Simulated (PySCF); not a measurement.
Cl$_{6}$OSi$_{2}$, triplet, at the geometry of the source list (a higher spin typed on purpose: for a closed-shell molecule this is an excited state) (core potentials on Cl, Si); PySCF with DF-B3LYP/LANL2DZ.

Input for PySCF:
```python
from pyscf import gto, scf, dft

mol = gto.M(
    atom='''
Cl    2.23640000    0.15700000   -1.77530000
Si    1.55660000    0.37630000    0.08960000
Cl    2.60640000   -0.68730000    1.41080000
Cl    1.41240000    2.30080000    0.60510000
O     0.06070000   -0.26030000    0.12470000
Si   -1.54590000   -0.42240000   -0.06750000
Cl   -2.02330000    0.31910000   -1.85990000
Cl   -2.41290000    0.59980000    1.41280000
Cl   -1.89040000   -2.38310000    0.05970000
''',
    basis='lanl2dz',
    ecp={'Cl': 'lanl2dz', 'Si': 'lanl2dz'},
    spin=2,
    verbose=4,
)

mf = dft.UKS(mol)
mf.xc = 'b3lyp'
mf = mf.density_fit(auxbasis='def2-universal-jkfit')
mf.kernel()
```

Problem. What does PySCF print? Leave out banner, timings and long lists.

Solution. 
```
PySCF version 2.14.0

[INPUT] verbose = 4
[INPUT] num. atoms = 9
[INPUT] num. electrons = 58
[INPUT] charge = 0
[INPUT] spin (= nelec alpha-beta = 2S) = 2
[INPUT] symmetry False subgroup None
[INPUT] Mole.unit = angstrom
[INPUT] Symbol           X                Y                Z      unit          X                Y                Z       unit  Magmom
[...]
nuclear repulsion = 243.555805012487
number of shells = 37
number of NR pGTOs = 121
number of NR cGTOs = 73
basis = lanl2dz
ecp = {'Cl': 'lanl2dz', 'Si': 'lanl2dz'}

******** <class 'pyscf.df.df_jk.DFUKS'> ********
method = DFUKS
initial guess = minao
damping factor = 0
level_shift factor = 0
DIIS = <class 'pyscf.scf.diis.CDIIS'>
diis_start_cycle = 1
diis_space = 8
diis_damp = 0
SCF conv_tol = 1e-09
SCF conv_tol_grad = None
SCF max_cycles = 50
direct_scf = False
number electrons alpha = 30  beta = 28
XC library pyscf.dft.libxc version 7.1.2
    S. Lehtola, C. Steigemann, M. J. T. Oliveira, and M. A. L. Marques,  SoftwareX 7, 1–5 (2018)
XC functionals = b3lyp
    P. J. Stephens, F. J. Devlin, C. F. Chabalowski, and M. J. Frisch,  J. Phys. Chem. 98, 11623 (1994)
radial grids:
    Treutler-Ahlrichs [JCP 102, 346 (1995); DOI:10.1063/1.469408] (M4) radial grids

becke partition: Becke, JCP 88, 2547 (1988); DOI:10.1063/1.454033
pruning grids: <function nwchem_prune>
grids dens level: 3
symmetrized grids: False
atomic radii adjust function: <function treutler_atomic_radii_adjust>
small_rho_cutoff = 0
Set gradient conv threshold to 3.16228e-05
tot grids = 165728
******** <class 'pyscf.df.df.DF'> ********
auxbasis = def2-universal-jkfit
init E= -159.652183965413

cycle= 1 E= -170.037644756717  delta_E= -10.4  |g|= 2.05  |ddm|= 7.92

cycle= 2 E= -165.273917692151  delta_E= 4.76  |g|=  2.9  |ddm|= 7.89

cycle= 3 E= -171.610313451743  delta_E= -6.34  |g|=  1.4  |ddm|= 6.16

cycle= 4 E= -172.491145998651  delta_E= -0.881  |g|= 0.393  |ddm|= 1.96

cycle= 5 E= -172.373182410448  delta_E= 0.118  |g|= 0.416  |ddm|= 3.97

cycle= 6 E= -172.590550234184  delta_E= -0.217  |g|= 0.111  |ddm|= 3.17

cycle= 7 E= -172.593260989755  delta_E= -0.00271  |g|= 0.098  |ddm|= 1.65

cycle= 8 E= -172.608204945232  delta_E= -0.0149  |g|= 0.0199  |ddm|= 0.355

cycle= 9 E= -172.610229581314  delta_E= -0.00202  |g|= 0.0206  |ddm|= 0.423

cycle= 10 E= -172.612101649139  delta_E= -0.00187  |g|= 0.0146  |ddm|= 0.443

cycle= 11 E= -172.613326486521  delta_E= -0.00122  |g|= 0.00723  |ddm|= 0.416

cycle= 12 E= -172.613736678893  delta_E= -0.00041  |g|= 0.00457  |ddm|= 0.384

cycle= 13 E= -172.613713124593  delta_E= 2.36e-05  |g|= 0.00465  |ddm|= 0.124

cycle= 14 E= -172.613753254754  delta_E= -4.01e-05  |g|= 0.00183  |ddm|= 0.0491

cycle= 15 E= -172.613761423171  delta_E= -8.17e-06  |g|= 0.00169  |ddm|= 0.0521

cycle= 16 E= -172.613762241401  delta_E= -8.18e-07  |g|= 0.00139  |ddm|= 0.00582

cycle= 17 E= -172.613765014521  delta_E= -2.77e-06  |g|= 0.000295  |ddm|= 0.0314

cycle= 18 E= -172.613765435455  delta_E= -4.21e-07  |g|= 0.000148  |ddm|= 0.00634

cycle= 19 E= -172.613765594669  delta_E= -1.59e-07  |g|= 0.000108  |ddm|= 0.00219

cycle= 20 E= -172.613765965444  delta_E= -3.71e-07  |g|= 0.000128  |ddm|= 0.00306

cycle= 21 E= -172.613766053264  delta_E= -8.78e-08  |g|= 8.98e-05  |ddm|= 0.000773

cycle= 22 E= -172.613766374514  delta_E= -3.21e-07  |g|= 8.46e-05  |ddm|= 0.00311

cycle= 23 E= -172.613766551151  delta_E= -1.77e-07  |g|= 8.22e-05  |ddm|= 0.00206

cycle= 24 E= -172.613766887653  delta_E= -3.37e-07  |g|= 8.06e-05  |ddm|= 0.00643

cycle= 25 E= -172.613766921285  delta_E= -3.36e-08  |g|= 2.85e-05  |ddm|= 0.00115

cycle= 26 E= -172.613766947681  delta_E= -2.64e-08  |g|= 1.11e-05  |ddm|= 0.00187

cycle= 27 E= -172.613766949818  delta_E= -2.14e-09  |g|= 9.52e-06  |ddm|= 0.000611

cycle= 28 E= -172.613766950086  delta_E= -2.67e-10  |g|= 3.98e-06  |ddm|= 0.000146

Extra cycle  E= -172.613766950299  delta_E= -2.14e-10  |g|= 6.19e-06  |ddm|= 5.27e-05
converged SCF energy = -172.613766950299  <S^2> = 2.0038391  2S+1 = 3.0025583
```
